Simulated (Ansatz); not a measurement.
Calculated with Ansatz (gas phase, PBE0-D4/def2-TZVP geometries, no zero-point term in ΔE). CCSD(T)/CBS is the MP2 limit (def2-TZVPP, def2-QZVPP) plus CCSD(T) − MP2 in def2-TZVPP, frozen cores. DFT in def2-TZVPP. B3LYP here is the variant with VWN-RPA as its local correlation; programs differ in this. For Br, Ge, Se outer-core shells are correlated without core-valence functions, which leaves a few kJ/mol of doubt a bond. Scalar relativity is left out up to krypton. Each species was taken in one conformer, which may not be the lowest.

`FB(Cl)Br` + `C[Se][GeH2][OH]` → `C[Se]B(F)Cl` + `[OH][GeH2][Br]`  (redistribution)

Problem. Is it downhill or uphill in electronic energy at CCSD(T)/CBS, and by how much? (An estimate is asked.)

Solution. The calculation gave: Downhill: ΔE = -21.6 kJ/mol.

Problem. What do these levels give: B3LYP-D4, ωB97M-V, B3LYP, HF/def2-TZVPP, HF/def2-QZVPP, MP2/def2-QZVPP? (Estimate.)

Solution. The calculation gave: B3LYP-D4 -22.3, ωB97M-V -22.3, B3LYP -22.8, HF/def2-TZVPP -27.9, HF/def2-QZVPP -28.2, MP2/def2-QZVPP -21.4 kJ/mol.

Largest T1 diagnostic among the species: 0.011.

In def2-TZVPP, CCSD(T) changes the Hartree–Fock value by +6.1 kJ/mol (the triples alone add +0.5 kJ/mol) and MP2 by +6.5 kJ/mol.
